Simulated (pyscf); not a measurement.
Structures and frequencies: ωB97X-D3(BJ)/def2-SVP in PySCF.

SMILES: O[SiH2][AsH]O
```xyz
9

O     -2.4420    -0.2788     1.5804
Si    -0.9763    -0.2848     0.7746
As    -1.4490     0.0225    -1.5018
O      0.2865    -0.3727    -1.9023
H     -2.4306    -0.4397     2.5293
H     -0.2335    -1.5616     0.9840
H     -0.0982     0.8431     1.2085
H     -2.0095    -1.3846    -1.6727
H      0.5766     0.2335    -2.5940
```
Charge 0, spin multiplicity 1.

Question: How much does it cost (ΔH, 298 K, ωB97M-D3(BJ)/def2-TZVP) to split HO–SiH₂–AsH–OH (SMILES O[SiH2][AsH]O) at its As–Si bond into HO–SiH₂• + HO–AsH•?

Answer: As–Si to HO–SiH₂• + HO–AsH•: 2.58 eV. The 7 functionals that were run give +2.39 (PBE) to +2.83 eV (ωB97X-D3(BJ)). Other isomers of HO–SiH₂•, HO–AsH• were not searched in full and may lie lower. Elements up to Kr have no core potential and no relativistic terms here.
